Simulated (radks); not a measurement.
All-electron atom: Ti12+ in [Ne]. Method: Dirac Kohn-Sham, PBE, spin-unpolarised, spherical densities, finite nucleus; Fermi nuclear charge, rms radius 3.5921 fm; computed with a radial shooting solver on a logarithmic mesh with Libxc functionals.

Unscreened Slater integrals over Kohn-Sham orbitals (hartree). Large and small components are both included. Empty in this configuration: 3s1/2.

| integral | value |
|---|---|
| F0(2p3/2,2p3/2) | 3.2065 |
| F2(2p3/2,2p3/2) | 1.5101 |
| F0(2p3/2,2p1/2) | 3.2212 |
| G2(2p3/2,2p1/2) | 1.5099 |
| F0(2p3/2,2s1/2) | 2.9773 |
| G1(2p3/2,2s1/2) | 1.7301 |
| F0(2p3/2,1s1/2) | 4.4105 |
| G1(2p3/2,1s1/2) | 0.71438 |
| F0(2p3/2,3s1/2) | 1.4227 |
| G1(2p3/2,3s1/2) | 0.14309 |
| F0(2p1/2,2p1/2) | 3.2361 |
| F0(2p1/2,2s1/2) | 2.9884 |
| G1(2p1/2,2s1/2) | 1.7270 |
| F0(2p1/2,1s1/2) | 4.4581 |
| G1(2p1/2,1s1/2) | 0.72448 |
| F0(2p1/2,3s1/2) | 1.4246 |
| G1(2p1/2,3s1/2) | 0.14332 |
| F0(2s1/2,2s1/2) | 2.8278 |
| F0(2s1/2,1s1/2) | 3.9805 |
| G0(2s1/2,1s1/2) | 0.36182 |
| F0(2s1/2,3s1/2) | 1.3978 |
| G0(2s1/2,3s1/2) | 0.11392 |
| F0(1s1/2,1s1/2) | 13.530 |
| F0(1s1/2,3s1/2) | 1.6141 |
| G0(1s1/2,3s1/2) | 0.071809 |
| F0(3s1/2,3s1/2) | 1.0849 |
